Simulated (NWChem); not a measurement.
## F$_{2}$Si in NWChem

```xyz
3

Si     0.0000     0.0000    -0.5881
F     -1.2465     0.0000     0.4574
F      1.2465     0.0000     0.4574
```
Charge 0, spin multiplicity 1.

Everything below was run with NWChem. Structure: optimised with PBE0/def2-SVP, a minimum by its harmonic frequencies.

Symmetry labels belong to the abelian group C2v used in the runs, with the axes of the coordinates shown.

B3LYP has NWChem's definition, with VWN1-RPA local correlation. The structure started from a generated list of species.

Task: List the lowest 6 singlet excitations that TD-B3LYP/def2-SVPD, VWN1-RPA local correlation gives, with oscillator strengths.

Result: 
| state | symmetry | energy (eV) | wavelength (nm) | f |
|---|---|---|---|---|
| 1 | b2 | 5.54 | 224 | 0.157 |
| 2 | a2 | 7.71 | 161 | 0.000 |
| 3 | b1 | 7.88 | 157 | 0.259 |
| 4 | a1 | 8.22 | 151 | 0.188 |
| 5 | a1 | 8.78 | 141 | 0.159 |
| 6 | b1 | 8.84 | 140 | 0.171 |
